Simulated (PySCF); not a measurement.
**Ionisation energy of Er⁵³⁺ by level of theory**

Er⁵³⁺ [Ne] 3s2 3p3 (4S) → Er⁵⁴⁺ [Ne] 3s2 3p2 (3P), as a difference of total energies. All numbers are calculated (PySCF 2.14, the spin-free X2C one-electron Hamiltonian (Gaussian nucleus), in an even-tempered Gaussian basis (17 s from 13 bohr⁻², ratio 2.5; 12 p from 17 bohr⁻², ratio 2.5; 4 d from 67 bohr⁻², ratio 2.7; 4 f from 100 bohr⁻², ratio 2.7)). Correlated levels: outer shells: 1s2 frozen; virtual orbitals above 40 to 60 times the deepest correlated orbital energy dropped. The calculations carry no spin-orbit coupling.

```csv
method,ionisation energy (eV)
UHF,5070.7
LDA,5070.5
PBE,5071.4
PBE0,5071.6
r2SCAN,5072.8
MN15,5076.9
M06-2X,5072.2
MP2 (outer shells),5071.3
SCS-MP2 (outer shells),5071.0
```

Spin-orbit coupling is strong in these open shells (close to jj coupling). The scalar numbers leave it out and a first-order estimate fails, so it can dominate the gap to the real levels.

The ground level that NIST lists for one species does not belong to the high-spin term computed here, so part of any gap is the choice of state.

Breit and QED terms and the two-electron picture change are absent.

For comparison: 4978 ± 5 eV (theoretical estimate listed by NIST; NIST Atomic Spectra Database, ionization energies).
